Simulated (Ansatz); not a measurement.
In(py)Cl3 (C₅H₅Cl₃InN), 15 atoms. Hardware: 4 threads of Arm Neoverse V2 on a shared host.

In the def2 sets In takes a core potential; there is no spin–orbit coupling. Correlated methods freeze 25 core orbitals; core or outer-core shells of In are correlated, in sets that lack core-valence functions.

Q: How many basis functions does each of these Ansatz runs have, and roughly what does it cost? PBE0-D4/def2-TZVP, charge 0 triplet at the geometry of the charge 0 singlet, energy; PBE0-D4/def2-TZVP, charge 1 doublet at the geometry of the charge 0 singlet, energy; r2SCAN-D4/def2-TZVP, charge 0 singlet, energy and forces, from earlier orbitals; PBE-D4/def2-TZVP, charge 0 singlet, energy, from earlier orbitals; HF/STO-3G, charge 0 singlet, energy; r2SCAN-D4/def2-TZVP, charge 0 triplet at the geometry of the charge 0 singlet, energy, from earlier orbitals; MP2/def2-SVP, charge 0 singlet, energy, from earlier orbitals; PBE0-D4/def2-TZVP, charge -1 doublet at the geometry of the charge 0 singlet, energy; revPBE-D4/def2-TZVP, charge 0 singlet, energy, from earlier orbitals; r2SCAN0-D4/def2-TZVP, charge 1 doublet at the geometry of the charge 0 singlet, energy, from earlier orbitals; PBE0-D4/def2-SVP, charge 0 singlet, energy, from earlier orbitals; r2SCAN0-D4/def2-TZVP, charge 0 singlet, energy, from earlier orbitals.

A: Other jobs shared the machine, so times can vary by a factor of up to 3. A dash marks memory too small to be measured apart from the calling script's.

```csv
run,functions,fitting or Cholesky vectors,wall time,peak host memory (GiB)
"HF/STO-3G, charge 0 singlet, energy",89,1162,1 s,–
"PBE0-D4/def2-SVP, charge 0 singlet, energy, from earlier orbitals",189,1949,5.5 s,–
"MP2/def2-SVP, charge 0 singlet, energy, from earlier orbitals",189,1949,6 s,–
"PBE-D4/def2-TZVP, charge 0 singlet, energy, from earlier orbitals",377,2431,8 s,0.89
"revPBE-D4/def2-TZVP, charge 0 singlet, energy, from earlier orbitals",377,2431,8.5 s,0.88
"r2SCAN-D4/def2-TZVP, charge 0 singlet, energy and forces, from earlier orbitals",377,2431,20 s,0.94
"r2SCAN0-D4/def2-TZVP, charge 0 singlet, energy, from earlier orbitals",377,2560,26 s,1.9
"PBE0-D4/def2-TZVP, charge -1 doublet at the geometry of the charge 0 singlet, energy",377,2557,46 s,2.4
"r2SCAN-D4/def2-TZVP, charge 0 triplet at the geometry of the charge 0 singlet, energy, from earlier orbitals",377,2431,50 s,1.2
"PBE0-D4/def2-TZVP, charge 0 triplet at the geometry of the charge 0 singlet, energy",377,2557,54 s,2.3
"r2SCAN0-D4/def2-TZVP, charge 1 doublet at the geometry of the charge 0 singlet, energy, from earlier orbitals",377,2557,2.7 min,2.8
"PBE0-D4/def2-TZVP, charge 1 doublet at the geometry of the charge 0 singlet, energy",377,2560,4.7 min,2.6
```
